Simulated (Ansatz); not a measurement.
Ansatz (an electronic-structure program) input:

Ansatz 0.2 input:
```yaml
crystal:
  periodic: [false, false, false]
  atoms:
    - {symbol: B, position_ang: [0.81063465, -0.63078751, 0.69123864]}
    - {symbol: Br, position_ang: [1.14719120, 0.35726210, -1.17771842]}
    - {symbol: Br, position_ang: [-1.26299615, -0.26714960, 1.07897004]}
basis:
  gaussian:
    orbitals: aug-cc-pVDZ
total_charge: -1
magnetization: {spin_polarized: false}
correlation: {method: ccsd_t, electrons: outside_noble_gas}
output: {forces: true}
```

### Question
What final total energy does it print?

### Answer
-5169.87419 Eh (CCSD(T)/aug-cc-pVDZ). The basis has 95 functions. The run takes very roughly 20 core-seconds.
